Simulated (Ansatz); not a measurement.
C$_{2}$H$_{6}$GaSb (`[CH3][Sb]1[CH2][GaH]1`). The species carries charge 0 and has multiplicity 1. Sb: def2 effective core potential.

Cartesian coordinates in Å:
```
C -0.067 -1.599 0.694
Sb 0.485 0.381 1.433
C 0.833 1.189 -0.643
Ga -1.068 1.441 -0.310
H 0.838 -2.205 0.650
H -0.513 -1.565 -0.302
H -0.775 -2.056 1.385
H 1.219 0.461 -1.353
H 1.462 2.077 -0.606
H -2.414 1.877 -0.947
```

**Question.** What are the harmonic wavenumbers in cm⁻¹ at PBE0-D4/def2-TZVP (Ansatz, finite differences of forces, unscaled)? (Best estimate.)

**Answer.** The calculation gave: 73, 115, 151, 229, 359, 384, 469, 503, 525, 619, 725, 777, 817, 834, 1229, 1350, 1447, 1457, 2000, 3058, 3104, 3148, 3165, 3189.

**Question.** Is this a minimum?

**Answer.** Yes, all 24 modes are real.

**Question.** Give the ideal-gas thermochemistry at 298.15 K and 1 bar (rigid rotor, harmonic oscillator; point group C1, symmetry number 1).

**Answer.** Zero-point energy 177.8 kJ/mol; H(298) − E = 199.6 kJ/mol; entropy 366.2 J/(mol·K), of which translation 176.2, rotation 117.5, vibration 72.4; G(298) − E = 90.4 kJ/mol. Modes under 100 cm⁻¹ are hindered rotations or soft bends, so the harmonic entropy is rough.

**Question.** Rotational constants (cm⁻¹)?

**Answer.** 0.1506, 0.04615, 0.04259.
